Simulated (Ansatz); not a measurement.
A structure relaxed at PBE-D4/def2-SVP in Ansatz, charge 0, singlet:

```xyz
5

Hf   -0.2637    0.1096    1.6211
Hf    0.3176    2.1685   -0.1611
Hf    1.4475   -0.3126   -0.7201
Si   -1.1248    0.0525   -0.8278
Si   -0.3766   -2.0179    0.0878
```

(1) Give its formula and point group.

(2) Summarise the bond lengths by kind (pairs closer than 1.2 times the sum of covalent radii, bridged metal pairs left out).

Answers

(1) Hf₃Si₂. Point group Cs (tolerance 0.1 Å).

(2) 5 × Hf–Si 2.60 to 2.65 Å; 3 × Hf–Hf 2.78 to 2.93 Å; 1 × Si–Si 2.38 Å.

In the def2 sets Hf takes a core potential; there is no spin–orbit coupling. The restricted singlet is unstable towards broken spin symmetry in Hartree–Fock (as tested in another run); at PBE-D4/def2-SVP this wasn't settled. The relaxation made no stability test and no search for a lower SCF solution. No other spin state of charge 0 was run. Another isomer (triplet) lies 1.83 eV lower at PBE0-D4/def2-TZVP; other spin states weren't run for this one.
